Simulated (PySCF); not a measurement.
Fill in the blanks.

Species: C₄H₁₅NSi₃.
SMILES: `CC(C)[Si@H]1N[SiH2]C[SiH2]1`

```tsv
property	level	value
point group of the GFN2-xTB geometry	GFN2-xTB	?
rotational constants A, B, C of the GFN2-xTB geometry	GFN2-xTB	1.787, 0.831, 0.712 GHz
dipole moment	PBE0/pcSseg-1	0.61 D
HOMO energy	PBE0/pcSseg-1	?
LUMO energy	PBE0/pcSseg-1	?
13C chemical shifts (computed TMS as zero) by class	GIAO PBE0/pcSseg-1	?
1H chemical shifts (computed TMS as zero) by class	GIAO PBE0/pcSseg-1	?
isotropic shieldings of nuclei other than C and H, by class	GIAO PBE0/pcSseg-1	239 (1 N), 361 (1 Si), 369 (1 Si), 431 (1 Si) ppm
```

Electronic properties: PySCF, gas phase, density fitting. GFN2-xTB frequencies show an imaginary mode (35i cm⁻¹), so this geometry is no minimum at that level. NMR classes are plain means over equivalent atoms (diastereotopic ones count apart unless rotation or inversion swaps them), as if these changed places fast; in this geometry the members of some classes differ.

**Question.** What is the point group of the GFN2-xTB geometry?

**Answer.** C1.

**Question.** What is the LUMO energy?

**Answer.** 0.12 eV.

**Question.** Give the 13C chemical shifts (computed TMS as zero) by class.

**Answer.** 21.7 (1 C), 19.6 (1 C), 18.1 (1 C), -17.1 (1 C) ppm.

**Question.** The 1H chemical shifts (computed TMS as zero) by class?

**Answer.** 5.20 (1 H), 5.19 (1 H), 5.18 (1 H), 4.18 (1 H), 4.02 (1 H), 1.09 (1 H), 1.04 (3 H), 0.93 (3 H), 0.29 (1 H), 0.15 (1 H), -0.30 (1 H) ppm.

**Question.** What is the HOMO energy?

**Answer.** -6.94 eV.

 With B = h/(8π²I), that is 505.379 GHz u Å² over I, the principal moments of inertia are 282.8, 608.2 and 709.6 u Å² (most abundant isotopes); the inertial defect Ic − Ia − Ib is -181.4 u Å² (zero for a rigid planar frame, negative otherwise). The rotational constants make it an asymmetric top with κ = (2B − A − C)/(A − C) = -0.78, nearer the prolate limit (−1). In atomic units the dipole is 0.24 e·bohr (1 au = 2.5417 D).

One conformer stands for the species.
